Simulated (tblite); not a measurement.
Species: C6H11OS (doublet state).
SMILES with atom numbers: `[CH3:1][CH:2][O:3][C@H:4]1[CH2:5][CH2:6][CH2:7][S:8]1` (hydrogens: H9, H10, H11 on C1; H12 on C2; H13 on C4; H14, H15 on C5; H16, H17 on C6; H18, H19 on C7)

Cartesian coordinates in Å at the GFN2-xTB level; atoms count from 1:
```
atom  x, y, z in Å
C1     3.3525   -0.5293    0.5073
C2     2.2035    0.3315    0.1561
O3     1.1131   -0.2816   -0.3867
C4    -0.0753    0.4113   -0.3758
C5    -1.1207   -0.3443   -1.1902
C6    -2.4759   -0.1759   -0.5146
C7    -2.2373   -0.4120    0.9656
S8    -0.7578    0.5677    1.3736
H9     3.3479   -1.4162   -0.1217
H10    3.3119   -0.8559    1.5535
H11    4.2880    0.0110    0.3693
H12    2.0732    1.3154    0.5755
H13    0.0601    1.4498   -0.7035
H14   -0.8285   -1.3966   -1.1889
H15   -1.1320    0.0123   -2.2201
H16   -3.2088   -0.8781   -0.9134
H17   -2.8441    0.8404   -0.6685
H18   -2.0276   -1.4607    1.1794
H19   -3.0520   -0.0633    1.5955
```

The geometry is computed with GFN2-xTB (gas phase). This method treats the open shell by occupation alone, without spin polarisation.

Take the most abundant isotopes and a rigid rotor. The values belong to one conformer with, in the numbering `[CH3:1][CH:2][O:3][C@H:4]1[CH2:5][CH2:6][CH2:7][S:8]1`, C1–C2–O3–C4 162°, C2–O3–C4–C5 172°, O3–C4–C5–C6 144°, C4–C5–C6–C7 -45°, C5–C6–C7–S8 47°, C6–C7–S8–C4 -29°.

Problem. Give the principal moments of inertia and the rotational constants in cm⁻¹.

Solution. Ia = 140.55, Ib = 486.89, Ic = 571.14 u·Å²; 505379 MHz·u·Å²/I gives 3596, 1038 and 884.9 MHz, that is A = 0.11994, B = 0.03462, C = 0.02952 cm⁻¹.

Problem. Classify the top.

Solution. An asymmetric top; Ray's κ = -0.887.

Problem. Is it planar, by Δ = Ic − Ia − Ib?

Solution. Not planar: Δ = Ic − Ia − Ib = -56.30 u·Å². For a rigid frame Δ = −2 Σ m c², so Σ m c² = 28.15 u·Å² lies off the ab plane: 12.87 from hydrogen and 15.27 from heavier atoms. The atom farthest from that plane is 1.72 Å away.

Problem. Estimate the classical rotational partition function at 10 K, 100 K and 298.15 K.

Solution. Point group C1, symmetry number σ = 1; q = (√π/σ)·√((kT/h)³/(ABC)), k/h = 20836.6 MHz/K: 2930 at 10 K, 92800 at 100 K, 478000 at 298.15 K.

For this open shell read J as N, the rotation without spin; fine and hyperfine splittings come on top. Its GFN2-xTB frequencies are all real (lowest 44 cm⁻¹). Zero-point vibration and centrifugal distortion are left out.

Hardware: Arm Neoverse V1, one thread, no GPU (shared host). Cost: 0.67 s. This is the geometry optimisation.
